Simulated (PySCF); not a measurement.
# Ionisation energy along the 4-electron series

Calculated with PySCF 2.14 and a two-component X2C-1e Hamiltonian (Gaussian nucleus, no Breit or QED terms), each ion in its own even-tempered basis scaled to its charge; GMP2 freezes nothing and drops the highest virtual spinors. Values in eV. NIST values: (m) measured, (s) semi-empirical, (t) theoretical.

```tsv
ion	configuration	GHF (screened spin-orbit)	GMP2 (screened spin-orbit)	NIST
Mg⁸⁺	[He] 2s2	323.96	326.41	327.99 (s)
Al⁹⁺	[He] 2s2	394.35	396.97	398.65 ± 0.06 (s)
Si¹⁰⁺	[He] 2s2	471.63	474.42	476.27 (s)
```

Between Z = 12 and Z = 14 the GMP2 (screened spin-orbit) value grows as Z to the power 2.43.
